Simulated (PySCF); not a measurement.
A GIAO shielding run with PySCF (density fitting, non-relativistic, gas phase) on `O[Si]1(CO[SiH3])SCCS1`, C$_{3}$H$_{10}$O$_{2}$S$_{2}$Si$_{2}$:

```
$ OMP_NUM_THREADS=1 python probes_run.py task.json out

{"job": {"kind": "nmr", "xc": "PBE0", "basis": "pcSseg-1"}, "charge": 0, "multiplicity": 1}
O      0.135236     0.732620    -1.655057
Si    -0.340974     0.186670    -0.207974
C      1.067666     0.465749     1.040740
O      2.183753     0.769261     0.237123
Si     3.756720     0.688107     0.642629
S     -2.194264     1.119048     0.342263
C     -3.202655    -0.223090    -0.369255
C     -2.703001    -1.568667     0.101162
S     -0.977986    -1.860272    -0.425600
H      1.049121     0.991068    -1.778390
H      0.868282     1.303885     1.711846
H      1.270705    -0.410797     1.657367
H      4.064154     1.585225     1.758167
H      4.314844     1.115926    -0.630031
H      4.112576    -0.679129     1.026870
H     -3.153953    -0.139766    -1.454686
H     -4.225712    -0.054062    -0.034834
H     -3.294572    -2.373161    -0.334265
H     -2.739742    -1.639364     1.188492
```

Hardware: 1 thread of an AMD EPYC 9R45 96-Core, shared host. The job also computes population analyses, field gradients, ring-centre shieldings.

(1) How large is the calculation?

(2) How long does it take, and how much memory does it need?

## Answers

(1) 104 electrons, 231 basis functions and 1295 auxiliary functions.

(2) 44 s of wall time, with 14 SCF cycles and 5 response iterations; peak memory 1.1 GiB. Times on a shared host scatter by some tens of per cent.
